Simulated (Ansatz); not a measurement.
Ansatz (an electronic-structure program) input (CCSD(T)/aug-cc-pV(D+d)Z):
A basis named .json is the Basis Set Exchange file of that set.

Ansatz 0.2 input:
```yaml
crystal:
  periodic: [false, false, false]
  atoms:
    - {symbol: Si, position_ang: [-0.06649161, 0.07389832, -0.35075543]}
    - {symbol: C, position_ang: [1.39093601, -1.05817647, -0.10804809]}
    - {symbol: C, position_ang: [-1.57766350, -0.49942914, 0.57241876]}
    - {symbol: F, position_ang: [0.33538231, 1.53770493, 0.20049067]}
    - {symbol: H, position_ang: [-0.36669301, 0.23569280, -1.79326502]}
    - {symbol: H, position_ang: [1.17227444, -2.05324066, -0.50385585]}
    - {symbol: H, position_ang: [2.27447544, -0.67845801, -0.62450024]}
    - {symbol: H, position_ang: [1.63530891, -1.16334501, 0.95121558]}
    - {symbol: H, position_ang: [-2.40456088, 0.20222630, 0.44803552]}
    - {symbol: H, position_ang: [-1.90543890, -1.47395602, 0.20162224]}
    - {symbol: H, position_ang: [-1.37255940, -0.59720655, 1.64068369]}
basis:
  gaussian:
    orbitals: aug-cc-pV_D+d_Z.json
magnetization: {spin_polarized: false}
correlation: {method: ccsd_t, electrons: outside_noble_gas}
output: {forces: true}
```

End of the output:

```
mean field -12743.03021186 eV, -468.2977227499 hartree, gradient 1.4e-6 eV, S^2 0.000000; 0 other end points of the search recorded, 0 dependent functions left out
8 core orbitals not correlated
reference -12743.03021186 eV, -468.2977227499 hartree; 13, 13 occupied and 143, 143 virtual orbitals, 1618 factors
densities: 3.19 GiB planned
second order -16.74203290 eV of doubles, -0.00000000 eV of singles
coupled cluster: 1.64 GiB planned
cycle   1  -17.54905608 eV  change   -8.1e-1 eV  update   9.2e-2
cycle   2  -17.95978674 eV  change   -4.1e-1 eV  update   2.6e-2
cycle   3  -18.06051240 eV  change   -1.0e-1 eV  update   1.3e-2
cycle   4  -18.05984471 eV  change    6.7e-4 eV  update   2.4e-3
cycle   5  -18.05877235 eV  change    1.1e-3 eV  update   8.7e-4
cycle   6  -18.05881014 eV  change   -3.8e-5 eV  update   2.2e-4
cycle   7  -18.05880694 eV  change    3.2e-6 eV  update   7.9e-5
cycle   8  -18.05879446 eV  change    1.2e-5 eV  update   2.3e-5
cycle   9  -18.05879517 eV  change   -7.1e-7 eV  update   7.4e-6
perturbative correction -0.50008006 eV, -0.0183776033 hartree
the calculation of the forces begins
Total energy: -12761.58908710 eV, -468.9797488351 hartree
Atom 0 at    -0.066492     0.073898    -0.350755 Å, force    -0.194935    -0.607692    -0.351433 eV/Å
Atom 1 at     1.390936    -1.058176    -0.108048 Å, force    -0.197256     0.169637    -0.047914 eV/Å
Atom 2 at    -1.577664    -0.499429     0.572419 Å, force     0.203862     0.094139    -0.139859 eV/Å
Atom 3 at     0.335382     1.537705     0.200491 Å, force     0.229596     0.825169     0.324066 eV/Å
Atom 4 at    -0.366693     0.235693    -1.793265 Å, force    -0.026919     0.012356    -0.127584 eV/Å
Atom 5 at     1.172274    -2.053241    -0.503856 Å, force    -0.091643    -0.446240    -0.169959 eV/Å
Atom 6 at     2.274475    -0.678458    -0.624500 Å, force     0.393713     0.165778    -0.226765 eV/Å
Atom 7 at     1.635309    -1.163345     0.951216 Å, force     0.107578    -0.044796     0.472542 eV/Å
Atom 8 at    -2.404561     0.202226     0.448036 Å, force    -0.368239     0.309192    -0.052110 eV/Å
Atom 9 at    -1.905439    -1.473956     0.201622 Å, force    -0.149193    -0.435408    -0.156767 eV/Å
Atom 10 at    -1.372559    -0.597207     1.640684 Å, force     0.093437    -0.042134     0.475784 eV/Å
Dipole moment:    -0.069751    -0.375071     0.003684 e Å
```
